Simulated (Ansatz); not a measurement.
Harmonic frequencies (cm⁻¹) at PBE0-D4/def2-TZVP from Ansatz: 93, 164, 179, 241, 294, 367, 479, 612, 648, 768, 832, 898, 918, 934, 943, 986, 1104, 1126, 1172, 1350, 1521, 2236, 2246, 2249, 2694, 3094, 3181.

Each molecule was computed in one conformer, which needn't be the lowest.

(1) Which molecule is it?
A. `CC(=S)[SiH2]O`
B. `SC1OC[SiH2]1`
C. `[SiH3]C1(S)CO1`
D. `CC(=N)CI`

Answers

(1) C.
